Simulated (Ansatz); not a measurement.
## Which method gave which barrier?

Saddle point of SiH$_{5}$ClOF$_{2}$, singlet (SiH₂ClF ([F][SiH2][Cl]) + H₂O + HF → SiH₃ClO ([OH][SiH2][Cl]) + HF + HF; bonds formed: F2–H8, H6–F9; dative contacts that become bonds: Si1–O7; bonds broken: Si1–F2, H6–O7, H8–F9), PBE0-D4/def2-TZVP structure:

```
10
angstrom
Si -0.6668 0.7590 0.1612
F -1.0953 -1.1389 0.0990
H -1.4510 0.8535 -1.0754
H -1.2362 0.7168 1.5118
Cl 0.0701 2.7648 0.1986
H 1.1311 -0.9742 -0.2290
O 0.9569 0.1387 -0.0039
H -0.2135 -1.8046 -0.1532
F 0.8667 -2.1227 -0.3818
H 1.6379 0.8077 -0.1272
```

Program: Ansatz 0.2.0. Basis: def2-TZVPP, with def2-QZVPP for the basis limit. Cores are frozen in the correlated methods. Extrapolation: Hartree–Fock as exp(−7.88 √X), correlation as X^−2.97. Four methods, as single points on the PBE0-D4 structures, gave these electronic barriers from the start structure: 11.4, 19.6, 27.2, 56.1 kJ/mol.

Task: The methods were, in alphabetical order, CCSD(T), HF, PBE-D4, PBE0-D4. Which gave which? (Judge from chemistry; the calculation decides.)

Result: By the calculation: PBE-D4 11.4; PBE0-D4 19.6; CCSD(T) 27.2; HF 56.1 kJ/mol. For comparison, CCSD(T) at an estimated basis limit (MP2 extrapolated from triple and quadruple zeta, plus CCSD(T) − MP2 in triple zeta) gives 31.7 kJ/mol.

T1 diagnostic: at most 0.011.

Labels in which every atom is bracketed show which atoms are joined, not bond orders.

For scale, one of the runs: CCSD(T)/def2-TZVPP, 247 basis functions, launched by `ansatz run in.yaml --threads 8 --pin off --events-out ev --progress --plain --max-ram 19148MiB`. Hardware: 8 CPU threads of a Oxide Virtual Turin-like, shared host. Wall time 88 s; peak host memory 5.3 GiB.
